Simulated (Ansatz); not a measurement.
Reaction (substitution at a C–Si bond): `C[Si](C)(F)P` + `N=C(O)O` → `COC(=N)O` + `C[SiH](F)P`

Gas-phase electronic energies from Ansatz, PBE0-D4/def2-TZVP geometries. CBS: MP2 limit from def2 TZ/QZ plus the TZ coupled-cluster correction, frozen cores. Functionals use def2-TZVPP. B3LYP here is the variant with VWN-RPA as its local correlation; programs differ in this. HSE06 is defined as in plane-wave codes. One conformer a species, not always the lowest.

`C[Si](C)(F)P`:

```xyz
13

C     0.521    0.345   -1.642
Si    0.212    0.170    0.183
C     0.056   -1.606    0.712
F     1.485    0.792    0.949
P    -1.665    1.284    0.735
H     0.632    1.394   -1.925
H    -0.309   -0.075   -2.216
H     1.435   -0.183   -1.928
H    -0.788   -2.085    0.210
H    -0.102   -1.684    1.790
H     0.964   -2.161    0.461
H    -1.376    1.251    2.126
H    -1.065    2.558    0.545
```

`N=C(O)O`:

Cartesian coordinates in Å:
```
N 0.237 -0.286 -1.072
C -0.069 0.148 0.075
O -0.581 1.364 0.250
O 0.033 -0.437 1.277
H 0.616 -1.225 -1.061
H -0.640 1.753 -0.631
H 0.403 -1.317 1.162
```

`COC(=N)O`:

Z-matrix (Å, degrees):
```
C
O 1 1.412
H 1 1.094 2 111.2
H 1 1.088 2 106.1 3 -118.8
H 1 1.094 2 111.1 3 122.4
C 2 1.335 1 116.4 3 -61.2
O 6 1.335 2 107.8 1 180.0
N 6 1.264 2 130.6 1 -0.0
H 7 0.965 6 105.5 2 180.0
H 8 1.012 6 113.4 2 -0.0
```

`C[SiH](F)P`:

Cartesian coordinates in Å:
```
C -0.913 -0.524 0.836
Si 0.360 0.705 0.275
F -0.327 2.157 0.258
P 1.208 0.349 -1.778
H -0.476 -1.524 0.887
H -1.288 -0.262 1.829
H -1.758 -0.555 0.145
H 1.501 0.765 1.225
H 1.698 -0.928 -1.385
H -0.006 -0.184 -2.293
```

```json
{"level": "LDA (SPW92)", "ΔE (kJ/mol)": "90.4", "difference from CCSD(T)/CBS": "-3.0"}
{"level": "PBE-D4", "ΔE (kJ/mol)": "93.4", "difference from CCSD(T)/CBS": "0.0"}
{"level": "revPBE-D4", "ΔE (kJ/mol)": "93.2", "difference from CCSD(T)/CBS": "-0.2"}
{"level": "BLYP-D4", "ΔE (kJ/mol)": "87.4", "difference from CCSD(T)/CBS": "-6.0"}
{"level": "B97M-V", "ΔE (kJ/mol)": "93.7", "difference from CCSD(T)/CBS": "0.3"}
{"level": "PBE0-D4", "ΔE (kJ/mol)": "95.2", "difference from CCSD(T)/CBS": "1.8"}
{"level": "B3LYP-D4", "ΔE (kJ/mol)": "89.2", "difference from CCSD(T)/CBS": "-4.2"}
{"level": "r2SCANh-D4", "ΔE (kJ/mol)": "95.9", "difference from CCSD(T)/CBS": "2.5"}
{"level": "r2SCAN0-D4", "ΔE (kJ/mol)": "96.4", "difference from CCSD(T)/CBS": "3.0"}
{"level": "HSE06-D4", "ΔE (kJ/mol)": "95.2", "difference from CCSD(T)/CBS": "1.8"}
{"level": "BHLYP-D4", "ΔE (kJ/mol)": "89.3", "difference from CCSD(T)/CBS": "-4.1"}
{"level": "CAM-B3LYP-D4", "ΔE (kJ/mol)": "87.9", "difference from CCSD(T)/CBS": "-5.5"}
{"level": "ωB97X-V", "ΔE (kJ/mol)": "89.0", "difference from CCSD(T)/CBS": "-4.4"}
{"level": "B2PLYP", "ΔE (kJ/mol)": "88.9", "difference from CCSD(T)/CBS": "-4.5"}
{"level": "PBE-QIDH", "ΔE (kJ/mol)": "95.1", "difference from CCSD(T)/CBS": "1.7"}
{"level": "PBE", "ΔE (kJ/mol)": "91.1", "difference from CCSD(T)/CBS": "-2.3"}
{"level": "BLYP", "ΔE (kJ/mol)": "83.3", "difference from CCSD(T)/CBS": "-10.1"}
{"level": "r2SCAN", "ΔE (kJ/mol)": "94.7", "difference from CCSD(T)/CBS": "1.3"}
{"level": "PBE0", "ΔE (kJ/mol)": "93.1", "difference from CCSD(T)/CBS": "-0.3"}
{"level": "B3LYP", "ΔE (kJ/mol)": "85.5", "difference from CCSD(T)/CBS": "-7.9"}
{"level": "r2SCANh", "ΔE (kJ/mol)": "95.1", "difference from CCSD(T)/CBS": "1.7"}
{"level": "r2SCAN0", "ΔE (kJ/mol)": "95.6", "difference from CCSD(T)/CBS": "2.2"}
{"level": "HSE06", "ΔE (kJ/mol)": "93.1", "difference from CCSD(T)/CBS": "-0.3"}
{"level": "BHLYP", "ΔE (kJ/mol)": "85.5", "difference from CCSD(T)/CBS": "-7.9"}
{"level": "CAM-B3LYP", "ΔE (kJ/mol)": "85.6", "difference from CCSD(T)/CBS": "-7.8"}
{"level": "LC-ωPBE", "ΔE (kJ/mol)": "94.7", "difference from CCSD(T)/CBS": "1.3"}
{"level": "RPA@PBE/def2-TZVPP", "ΔE (kJ/mol)": "82.1", "difference from CCSD(T)/CBS": "-11.3"}
{"level": "HF/def2-SVP", "ΔE (kJ/mol)": "76.9", "difference from CCSD(T)/CBS": "-16.5"}
{"level": "MP2/def2-SVP", "ΔE (kJ/mol)": "90.3", "difference from CCSD(T)/CBS": "-3.1"}
{"level": "CCSD/def2-SVP", "ΔE (kJ/mol)": "82.1", "difference from CCSD(T)/CBS": "-11.3"}
{"level": "CCSD(T)/def2-SVP", "ΔE (kJ/mol)": "81.6", "difference from CCSD(T)/CBS": "-11.8"}
{"level": "HF/def2-TZVPP", "ΔE (kJ/mol)": "79.8", "difference from CCSD(T)/CBS": "-13.6"}
{"level": "MP2/def2-TZVPP", "ΔE (kJ/mol)": "96.8", "difference from CCSD(T)/CBS": "3.4"}
{"level": "CCSD/def2-TZVPP", "ΔE (kJ/mol)": "90.2", "difference from CCSD(T)/CBS": "-3.2"}
{"level": "CCSD(T)/def2-TZVPP", "ΔE (kJ/mol)": "90.6", "difference from CCSD(T)/CBS": "-2.8"}
{"level": "HF/def2-QZVPP", "ΔE (kJ/mol)": "79.4", "difference from CCSD(T)/CBS": "-14.0"}
{"level": "MP2/def2-QZVPP", "ΔE (kJ/mol)": "98.2", "difference from CCSD(T)/CBS": "4.8"}
{"level": "SCS-MP2/def2-QZVPP", "ΔE (kJ/mol)": "91.0", "difference from CCSD(T)/CBS": "-2.4"}
{"level": "HF/CBS(def2)", "ΔE (kJ/mol)": "79.4", "difference from CCSD(T)/CBS": "-14.0"}
{"level": "MP2/CBS(def2)", "ΔE (kJ/mol)": "99.6", "difference from CCSD(T)/CBS": "6.2"}
{"level": "CCSD(T)/CBS", "ΔE (kJ/mol)": "93.4", "difference from CCSD(T)/CBS": "0"}
```

Largest T1 diagnostic among the species: 0.013.

The D4 term adds +3.7 kJ/mol with B3LYP and +2.1 kJ/mol with PBE0; it sums over pairs of atoms, weighted by their polarisabilities, and B3LYP, whose exchange is more repulsive, gets the larger term. In def2-TZVPP, CCSD(T) changes the Hartree–Fock value by +10.8 kJ/mol (the triples alone add +0.4 kJ/mol) and MP2 by +16.9 kJ/mol.

CCSD(T)/CBS has its own doubt, a few kJ/mol and more with outer-core shells, so smaller differences from it don't rank the levels.
